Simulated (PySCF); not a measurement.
**Correlation energy of Pb- (lead, charge -1)**

[Xe] 4f14 5d10 6s2 6p3, high-spin 4S determinant. Computed with PySCF 2.14 in aug-cc-pVTZ-PP with ECP60MDF (6s5p4d2f, 55 functions), with a scalar-relativistic core potential. Frozen: 5s2 5p6 5d10; 5 electrons correlated.

| level | correlation energy (mhartree) |
| --- | --- |
| CCSD | -60.22 |
| (T) | -2.31 |
| CCSD(T) | -62.53 |

Diagnostics: T1 = 0.0081, D1 = 0.0182, largest double amplitude 0.036.

Spin-orbit coupling is strong in this species (close to jj coupling), so the high-spin LS determinant is a model state, not a physical level.

Cost of the coupled-cluster step: of the order of 1.7 core-seconds, for 5 correlated electrons.

Iterations:

```
CC2 = 0
CCSD nocc = (np.int64(4), np.int64(1)), nmo = (46, 46)
frozen orbitals [[0, 1, 2, 3, 4, 5, 6, 7, 8], [0, 1, 2, 3, 4, 5, 6, 7, 8]]
max_cycle = 100
direct = 0
conv_tol = 1e-08
conv_tol_normt = 1e-06
diis_space = 8
diis_start_cycle = 0
Init t2, MP2 energy = -0.0497109558542917
Init E_corr(UCCSD) = -0.0497109559553754
cycle = 1  E_corr(UCCSD) = -0.0578487566247177  dE = -0.00813780067  norm(t1,t2) = 0.0412854
cycle = 2  E_corr(UCCSD) = -0.0595459742811852  dE = -0.00169721766  norm(t1,t2) = 0.0124095
cycle = 3  E_corr(UCCSD) = -0.0602375321624909  dE = -0.000691557881  norm(t1,t2) = 0.0047481
cycle = 4  E_corr(UCCSD) = -0.0602184317405148  dE = 1.9100422e-05  norm(t1,t2) = 0.00105949
cycle = 5  E_corr(UCCSD) = -0.0602198002390184  dE = -1.3684985e-06  norm(t1,t2) = 0.000262784
cycle = 6  E_corr(UCCSD) = -0.0602192839647697  dE = 5.16274249e-07  norm(t1,t2) = 5.40175e-05
cycle = 7  E_corr(UCCSD) = -0.060219494321446  dE = -2.10356676e-07  norm(t1,t2) = 1.31924e-05
cycle = 8  E_corr(UCCSD) = -0.0602194885235699  dE = 5.79787614e-09  norm(t1,t2) = 3.24175e-06
cycle = 9  E_corr(UCCSD) = -0.0602194658633262  dE = 2.26602437e-08  norm(t1,t2) = 4.47852e-07
cycle = 10  E_corr(UCCSD) = -0.0602194711023018  dE = -5.23897563e-09  norm(t1,t2) = 9.04633e-08
UCCSD converged
E(UCCSD) = -191.9280101685422  E_corr = -0.06021947110230183
UCCSD(T) correction = -0.00230983942754025
```

Spin-orbit coupling is strong in this species, so the high-spin LS determinant is a model state.
